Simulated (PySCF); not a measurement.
Al(H)2(OiPr) (C3H9AlO), SMILES [AlH2][O]C(C)C.

Geometry optimised at PBE-D3(BJ)/def2-SVP. The structure was generated by enumeration; whether it is a known compound was not checked. Other conformers were not sampled.

Level of theory: PBE-D3(BJ)/def2-SVP run with PySCF.

Frequencies are harmonic and unscaled.

```
mode  ν (cm⁻¹)  IR (km/mol)  moving atoms (share of kinetic energy)
----  --------  -----------  --------------------------------------
1           38          1.0         H 43 %, C 24 %, O 19 %, Al 14 %
2          110          1.3         Al 27 %, O 27 %, H 26 %, C 20 %
3          145          0.5                          H 75 %, C 13 %
4          250          0.0                                  H 98 %
5          283          0.0                                  H 94 %
6          347          0.4                  C 43 %, H 42 %, O 13 %
7          427          4.0                  O 42 %, C 32 %, H 26 %
8          468          7.4                  H 52 %, C 35 %, O 10 %
9          555         82.7                  H 69 %, O 16 %, Al 8 %
10         590        198.7                         H 85 %, Al 12 %
11         644          4.7         Al 29 %, C 27 %, H 24 %, O 20 %
12         771        251.2                          H 88 %, Al 9 %
13         848         16.9                          C 53 %, H 35 %
14         890          0.4                          H 79 %, C 21 %
15         907          0.1                          H 73 %, C 27 %
16        1011         54.7                  H 50 %, O 26 %, C 20 %
17        1123          8.3                          C 54 %, H 45 %
18        1137          4.3                          C 53 %, H 46 %
19        1178        276.5                  C 52 %, O 32 %, H 15 %
20        1304          1.3                          H 79 %, C 21 %
21        1329          2.8                          H 85 %, C 12 %
22        1336         25.5                          H 64 %, C 35 %
23        1345         13.9                          H 78 %, C 20 %
24        1405          0.5                                  H 96 %
25        1407          0.0                                  H 94 %
26        1415          8.8                                  H 96 %
27        1429          2.5                                  H 95 %
28        1872        131.9                                  H 97 %
29        1913        179.0                                  H 96 %
30        2930         49.9                                  H 92 %
31        2961         15.8                                  H 97 %
32        2965         11.7                                  H 97 %
33        3051          3.4                           H 91 %, C 9 %
34        3057         45.2                           H 91 %, C 9 %
35        3068         10.7                           H 91 %, C 9 %
36        3069         24.7                           H 91 %, C 9 %
```
